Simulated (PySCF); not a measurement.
Input file for PySCF: R-B3LYP/6-31G* on GeH4 (SMILES [GeH4]) with ghost functions, monomers drawn apart or pushed together.

```python
from pyscf import gto, scf, dft, mp
from pyscf.data.elements import chemcore

mol = gto.M(
    atom='''
    Ge    0.11057783    0.05083799   -0.08422467
    H    -1.40387662    0.02942135    0.15658022
    H     0.39073553    0.12046956   -1.59506055
    H     0.74358985   -1.22941606    0.48266219
    H     0.73231329    1.27433504    0.60332693
    ghost-Se   -0.07916195   -0.64465257    3.40590544
    ghost-H   -0.28193461    0.36610587    4.45506798
    ghost-H    1.27995339   -0.15040496    3.14353930
    ''',
    basis='6-31g*',
    cart=True,
    charge=0, spin=0, verbose=3, max_memory=1800)
mf = dft.RKS(mol, xc='b3lyp')
mf.conv_tol = 1e-8
mf.max_cycle = 100
mf.kernel()
if not mf.converged:
    mf = mf.newton().run(mf.mo_coeff, mf.mo_occ)
```

Question: Predict the final total energy.

Answer: -2079.1534 hartree.
